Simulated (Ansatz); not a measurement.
Start from `[OH][GeH]` and change one atom or group to get `[OH][Ge][Br]`.

Ansatz, PBE0-D4/def2-TZVP geometries, multiplicity 1. Each molecule was computed in one conformer, which needn't be the lowest.

Scalar relativity is left out up to krypton.

| property | `[OH][GeH]` |
| --- | --- |
| HOMO–LUMO gap (B3LYP/def2-TZVPP) / eV | 4.08 |
| HOMO–LUMO gap (PBE/def2-TZVPP) / eV | 2.55 |
| HOMO–LUMO gap (PBE0/def2-TZVPP) / eV | 4.48 |
| HOMO energy (PBE/def2-TZVPP) / eV | -5.60 |
| size of the dipole moment (B3LYP/def2-TZVPP) / D | 1.52 |
| HOMO energy (PBE0/def2-TZVPP) / eV | -6.72 |

What does the change do to each property? (Best estimate.)

Ansatz gave: 
```
                                        property  `[OH][Ge][Br]`  shift
           HOMO–LUMO gap (B3LYP/def2-TZVPP) / eV            5.02   0.94
             HOMO–LUMO gap (PBE/def2-TZVPP) / eV            3.58   1.03
            HOMO–LUMO gap (PBE0/def2-TZVPP) / eV            5.43   0.95
               HOMO energy (PBE/def2-TZVPP) / eV           -6.78  -1.18
size of the dipole moment (B3LYP/def2-TZVPP) / D            0.92  -0.60
              HOMO energy (PBE0/def2-TZVPP) / eV           -7.90  -1.18
```

With PBE0 the HOMO falls by 1.18 eV and the LUMO falls by 0.23 eV, so the gap widens by about 0.95 eV. PBE moves the HOMO by -1.18 eV and ωB97M-V by -1.12 eV. Dipoles are sizes alone; their direction can turn.

B3LYP here is the variant with VWN-RPA as its local correlation; programs differ in this.

Spin–orbit coupling is left out; it splits and shifts lone-pair levels of the heavy atoms by tenths of an eV.
